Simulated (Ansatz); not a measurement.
One change: `C[Si](C)(Cl)Cl` becomes `C[Si](Cl)(Cl)C#N`.

Ansatz, PBE0-D4/def2-TZVP geometries, multiplicity 1. 

| property | `C[Si](C)(Cl)Cl` |
| --- | --- |
| size of the dipole moment (PBE/def2-TZVPP) / D | 2.29 |
| HOMO energy (B3LYP/def2-TZVPP) / eV | -8.39 |
| HOMO energy (PBE0/def2-TZVPP) / eV | -8.62 |
| HOMO–LUMO gap (PBE0/def2-TZVPP) / eV | 9.57 |
| LUMO energy (ωB97M-V/def2-TZVPP) / eV | 2.36 |
| LUMO energy (PBE/def2-TZVPP) / eV | -0.02 |

**Question.** Give the same properties after the change, and the shifts. (Estimate.)

**Answer.** Ansatz gave: 
```csv
property,`C[Si](Cl)(Cl)C#N`,shift
size of the dipole moment (PBE/def2-TZVPP) / D,3.51,1.22
HOMO energy (B3LYP/def2-TZVPP) / eV,-9.40,-1.01
HOMO energy (PBE0/def2-TZVPP) / eV,-9.66,-1.04
HOMO–LUMO gap (PBE0/def2-TZVPP) / eV,8.68,-0.89
LUMO energy (ωB97M-V/def2-TZVPP) / eV,1.16,-1.20
LUMO energy (PBE/def2-TZVPP) / eV,-1.95,-1.93
```

With PBE0 the HOMO falls by 1.04 eV and the LUMO falls by 1.92 eV, so the gap narrows by about 0.88 eV. PBE moves the HOMO by -0.94 eV and ωB97M-V by -1.07 eV. The zero-point energy changes by -73.9 kJ/mol with -6 modes. Dipoles are sizes alone; their direction can turn.

B3LYP here is the variant with VWN-RPA as its local correlation; programs differ in this.
